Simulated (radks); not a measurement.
The numbers below are computed, except where a source is named.
Problem. Coherent X-ray form factor from a spherical all-electron density. Code: a radial shooting solver on a logarithmic mesh with Libxc functionals. Model: Dirac Kohn-Sham, PBE, spin-unpolarised, spherical densities, point nucleus.

sin(theta)/lambda (1/angstrom)  f0 (electrons)
0.05                                    38.885
0.1                                     36.400
0.15                                    33.756
0.2                                     31.343
0.25                                    29.139
0.3                                     27.110
0.4                                     23.627
0.5                                     20.892
0.6                                     18.678
0.8                                     14.985
1                                       11.891
1.25                                     9.029
1.5                                      7.259
2                                        5.565

The species is in the configuration that NIST lists as its ground one. Which atom or ion scatters so?

Solution. Neutral zirconium, [Kr] 4d2 5s2. Extrapolating in s^2 from the first two rows gives f0(0) = 39.7, near the electron count 40; among species with that count, the fall with angle is slower the higher Z, and the table is that of Z = 40; from so few rows the species is fixed only to a neighbour or two.
